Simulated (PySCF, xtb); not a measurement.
Ga(Cl)3(NH3) (Cl₃GaH₃N), SMILES [NH3]->[Ga]([Cl])([Cl])[Cl] (connectivity only; charge and spin as stated), neutral, multiplicity 1. Other conformers were not sampled.

Harmonic wavenumbers (cm⁻¹) from GFN2-xTB (xtb 6.7.1) at its own minimum, in rising order: 78, 87, 87, 108, 108, 129, 248, 314, 373, 373, 419, 421, 1190, 1471, 1472, 3353, 3373, 3379.

Question: What does PBE0-D3(BJ)/def2-SVP (PySCF) give at its own minimum? (An estimate is asked for; the answer gives what the named calculation found.)

Answer: 113, 113, 124, 129, 129, 153, 366, 406, 434, 434, 660, 660, 1206, 1612, 1612, 3482, 3619, 3619. Paired by order, the mean absolute difference is 105 cm⁻¹ and the zero-point energies are 24.3 and 27.0 kcal/mol.
